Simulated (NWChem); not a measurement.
System: SiBiH5; SMILES [SiH3][BiH2]

NWChem input:

```
start job
memory heap 200 mb stack 900 mb global 1100 mb
geometry units angstroms noautoz
  Bi     0.016729     0.468061     0.007922
  H     -1.252282     0.451119    -1.264758
  H     -1.252370     0.442262     1.280442
  Si     0.019841    -2.206714     0.001380
  H     -1.358781    -2.780967    -0.020800
  H      0.729674    -2.697507     1.223421
  H      0.766388    -2.692850    -1.200513
end
basis spherical
  * library def2-svp
end
ecp
  Bi library def2-ecp
end
dft
  xc xcamb88 1.00 lyp 0.81 vwn_5 0.19 hfexch 1.00
  cam 0.33 cam_alpha 0.19 cam_beta 0.46
  iterations 150
end
tddft
  cis
  nroots 6
  notriplet
end
task tddft energy
```

The geometry was optimised at PBE0/def2-SVP. def2 effective core potentials on Bi; no spin-orbit coupling.

Vertical excitations in the gas phase.

Question: Give the results of this calculation. (CAM-B3LYP/def2-SVP with def2 effective core potentials on Bi, TDA.) Quantities: lowest excitation, singlet (eV); oscillator strength of that lowest state; lowest state with f > 0.02, singlet (eV); oscillator strength of that bright state; orbital gap (eV).

Answer: 
```yaml
lowest excitation, singlet (eV): 5.96
oscillator_strength_of_that_lowest_state: 0.013
lowest state with f > 0.02, singlet (eV): 6.31
oscillator_strength_of_that_bright_state: 0.064
orbital gap (eV): 9.02
```
